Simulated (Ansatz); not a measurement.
O₂Zr (SMILES [O]=[Zr]=[O]), singlet, at a GFN2-xTB geometry (such geometries of metal compounds can be far from the true shape) (core potentials on Zr). Base run: Ansatz (an electronic-structure program) with B3LYP/def2-SVP.

Here is a job for Ansatz.
Ansatz 0.2 input:
```yaml
crystal:
  periodic: [false, false, false]
  atoms:
    - {symbol: Zr, position_ang: [-0.14735518, -0.16294999, -0.21094306]}
    - {symbol: O, position_ang: [1.44787434, 0.60647650, -0.38052480]}
    - {symbol: O, position_ang: [-0.71109845, 0.20827346, 1.43524010]}
basis:
  gaussian:
    orbitals: def2-SVP
hamiltonian:
  xc: b3lyp
```

The base run was repeated with changes; each row names its change, and settings that it needs were set with it.

| change | ΔE vs base (kcal/mol) |
|---|---|
| base | 0.000 |
| point_charge = charge:1.0 position_ang:1.2571, 1.3855, -3.899 | 0.89 |
| accuracy = high | -0.005 |
| lower_state_search = light | 0.000 |
| fitting.mean_field = def2-universal-JKFIT | -0.014 |
| nuclear_model = gaussian | 0.015 |
| final_grid = 10, 20, 41 | 0.000 |
| final_grid = 6, 12, 29 | 0.002 |
| lower_state_search = full | 0.000 |
| forces = on | -0.004 |
| final_grid = 4, 8, 17 | -0.003 |
